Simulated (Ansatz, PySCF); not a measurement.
Ansatz (a first-principles code) was given this input:
Ansatz 0.2 input:
```yaml
crystal:
  periodic: [false, false, false]
  atoms:
    - {symbol: N, position_ang: [0.00000000, 0.00000000, 0.00000000]}
basis:
  gaussian:
    orbitals: def2-SVP
hamiltonian:
  xc: cam_b3lyp
magnetization: {spin_polarized: true, initial_magnetization: 3}
accuracy: high
```

Task: Write the same job for PySCF.

Result: Several could match; the one computed here: 
```python
from pyscf import gto, scf, dft

mol = gto.M(
    atom='''
N     0.00000000    0.00000000    0.00000000
''',
    basis='def2-svp',
    spin=3,
    verbose=4,
)

mf = dft.UKS(mol)
mf.xc = 'camb3lyp'
mf.grids.atom_grid = (99, 590)
mf.grids.prune = None
mf.kernel()
```

Both were run: Ansatz gave -54.516278 Eh and PySCF -54.516278 Eh, 0.000 mEh apart.
